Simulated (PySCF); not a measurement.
## Correlation energy of Ru²⁷⁺ (ruthenium, charge +27)

[Ne] 3s2 3p5, 2P determinant. Computed with PySCF 2.14 in an uncontracted even-tempered set (18 s from 3.4 bohr⁻², ratio 2.5; 12 p from 4.4 bohr⁻², ratio 2.5; 5 d from 21 bohr⁻², ratio 2.7; 4 f from 32 bohr⁻², ratio 2.7), with scalar relativity by spin-free X2C-1e. Frozen: 1s2; 15 electrons correlated; the 21 highest virtual orbitals of each spin left out.

```tsv
level	correlation energy (mhartree)
CCSD	-611.52
(T)	-1.79
CCSD(T)	-613.31
```

Diagnostics: T1 = 0.00089, D1 = 0.0040, largest double amplitude 0.026.

Question: Is a single reference adequate?

Answer: Yes, within this model without spin-orbit coupling: T1 lies below 0.03 and no double amplitude reaches 0.07.

At this charge the one-electron X2C treatment keeps the bare 1/r₁₂, with no two-electron picture change or Breit term. The effect here is smaller than on the frozen 1s shell; and a scalar Hamiltonian misses the large spin-orbit splitting of the p shells, which matters for ns² → np² pairs.
